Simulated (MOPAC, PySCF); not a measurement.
CH9BSi2, SMILES `[SiH3]B([SiH3])C`, neutral singlet in the gas phase. 

Z-matrix (Å, degrees):
```
B
C 1 1.5541
H 2 1.0922 1 115.72
H 2 1.0926 3 110.25 1 -133.97
H 2 1.1062 3 105.71 4 -113.48
Si 1 2.0179 2 122.04 3 28.87
H 6 1.4908 1 111.56 2 -143.18
H 6 1.4913 7 108.36 1 -127.08
H 6 1.4947 7 107.09 8 -116.09
Si 1 2.0181 2 120.59 3 -154.18
H 10 1.4892 1 113.73 2 -148.40
H 10 1.4913 11 108.50 1 -127.41
H 10 1.4948 11 107.31 12 -115.97
```
Charge 0, multiplicity 1.

All levels are single points at this geometry (PBE0-D3(BJ)/def2-TZVP); Pople sets use spherical d functions. Orbital energies aren't observables, and empty levels follow the basis.

PBE-D3(BJ)/def2-TZVP in PySCF gives gap (eV) = 3.11.

Estimate the gap (eV) from each of these levels: TPSSh-D3(BJ)/def2-TZVP in PySCF; B3LYP/6-311+G** in PySCF; BP86/6-31G* in PySCF; HF/STO-3G in PySCF; PM7 in MOPAC.


```
level                            gap (eV)
-------------------------------  --------
TPSSh-D3(BJ)/def2-TZVP in PySCF      4.20
B3LYP/6-311+G** in PySCF             4.89
BP86/6-31G* in PySCF                 3.26
HF/STO-3G in PySCF                  14.46
PM7 in MOPAC                         8.85
```
